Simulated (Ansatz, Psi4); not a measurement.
**Heat of formation of ICl (iodine monochloride) from total energies**

ICl has 2 atoms, charge 0, and is taken as a singlet. As SMILES, `ClI`. Geometry: relaxed at PBE0-D4/def2-TZVP.

```csv
atom,x (Å),y (Å),z (Å)
Cl,0.0000,0.0000,-0.0026
I,0.0000,0.0000,2.3091
```

Total energies at OMP2/def2-TZVP (core potential, density fitting for correlation), 9 core orbitals frozen (Psi4 1.11); the atoms run unrestricted:

```tsv
species	state	energy (Eh)
ICl	singlet	-756.854715
Cl	doublet	-459.634045
I	doublet	-297.134211
```

Harmonic wavenumbers at PBE0-D4/def2-TZVP, in cm⁻¹: 399.

Measured heats of formation of the gaseous atoms at 298.15 K, in kJ/mol: Cl 121.3, I 106.8. Spin-orbit lowering of the atoms at 298 K (mean of the ground term's levels less their thermal mean, from spectra), in kJ/mol: Cl 3.44, I 30.32. Take 1 Eh = 2625.50 kJ/mol, 1 cm⁻¹ = 0.0119627 kJ/mol, RT = 2.479 kJ/mol.

**Question.** What heat of formation follows?

**Answer.** 
1. Electronic atomisation energy: (-459.634045) + (-297.134211) − (-756.854715) = 0.086459 Eh = 227.0 kJ/mol.
2. Zero-point energy: half the sum of the wavenumbers, 199.5 cm⁻¹ = 2.4 kJ/mol.
3. Thermal vibrational enthalpy, Σ hcν̃/(exp(hcν̃/kT) − 1): 0.8 kJ/mol. Translation, rotation and pV of a linear molecule: 3.5 RT = 8.7 kJ/mol.
4. The 2 free atoms carry 5/2 RT each: 12.4 kJ/mol.
5. Spin-orbit coupling lowers the free atoms by 3.44 + 30.32 = 33.8 kJ/mol.
6. Atomisation enthalpy at 298 K: 227.0 − 33.8 − 2.4 − 0.8 − 8.7 + 12.4 = 193.7 kJ/mol.
7. Sum of the atoms' heats of formation: 228.1 kJ/mol. Heat of formation: 228.1 − 193.7 = +34.4 kJ/mol.

The tabulated value is +17.4 kJ/mol (Active Thermochemical Tables), so this level is off by +17.0 kJ/mol, or 8.1 % of the atomisation enthalpy that the table implies (210.7 kJ/mol). Perturbation theory converges slowly with the basis for atomisation. Anharmonicity and any spin-orbit splitting of the molecule are left out, and so is core correlation.
